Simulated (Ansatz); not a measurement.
Si3Au2⁻. The state is a doublet with charge -1. Geometry r2SCAN-D4/def2-SVPD; atoms count from 1.

```xyz
5

Au   -1.6110    0.2496   -0.0073
Au   -4.1375    0.7923    0.1830
Si    2.6075    0.2909    0.9381
Si    0.6062   -0.2567   -0.2145
Si    2.5348   -1.0761   -0.8994
```

In the def2 sets Au takes a core potential; there is no spin–orbit coupling. Another isomer (doublet) lies 0.29 eV lower at PBE0-D4/def2-TZVPD; other spin states weren't run for this one.

Question: Estimate the Mulliken populations from the PBE0/def2-TZVPD orbitals of Ansatz.

Answer: 
| atom | charge (e) | spin (α − β) | d electrons |
| --- | --- | --- | --- |
| Au1 | -0.48 | 0.02 | 9.65 |
| Au2 | -0.29 | -0.01 | 9.88 |
| Si3 | -0.26 | 0.40 | – |
| Si4 | 0.36 | 0.35 | – |
| Si5 | -0.32 | 0.23 | – |
Mulliken values depend strongly on the basis. With diffuse functions, as here, like atoms can get unlike values, and bond orders can come out too low or too high.

Question: Where does the spin sit?

Answer: Summed by element: Au 0.01, Si 0.99, of 1 unpaired in all. Largest on single atoms: Si3 0.40, Si4 0.35, Si5 0.23.

Question: And the Mayer bond orders between heavy atoms (over 0.3)?

Answer: Au1–Au2 0.82 (2.59 Å); Au1–Si4 1.01 (2.28 Å); Si3–Si4 1.07 (2.37 Å); Si3–Si5 1.37 (2.29 Å); Si4–Si5 1.29 (2.20 Å).
